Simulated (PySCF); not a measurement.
# Electron correlation in I (iodine, neutral)

[Kr] 4d10 5s1 5p6, 2S determinant (an excited configuration). Calculation: PySCF 2.14, in x2c-TZVPPall (8s6p4d2f, 60 functions); the spin-free X2C one-electron Hamiltonian (Gaussian nucleus). Frozen: [Ar] 3d10; 25 electrons correlated.

MP2 pair energies summed by pair of shells (mhartree):

```
 pair   energy  share (%)
4d-4d  -245.23       36.4
5p-5p  -152.62       22.7
4d-5p  -127.59       19.0
4p-4d   -51.95        7.7
4p-4p   -23.12        3.4
5s-5p   -17.42        2.6
4d-5s   -16.54        2.5
4s-4d   -14.86        2.2
4p-5p    -8.77        1.3
4s-4p    -7.93        1.2
4p-5s    -3.41        0.5
4s-4s    -2.12        0.3
4s-5p    -1.24        0.2
4s-5s    -0.29        0.0
```

Total MP2 correlation energy: -673.08 mhartree.

Same-spin part -227.39 and opposite-spin part -445.70 mhartree; SCS-MP2 scales them by 1/3 and 6/5 to -610.63 mhartree.

This basis was not built for core-valence correlation, so the inner-shell part is incomplete.
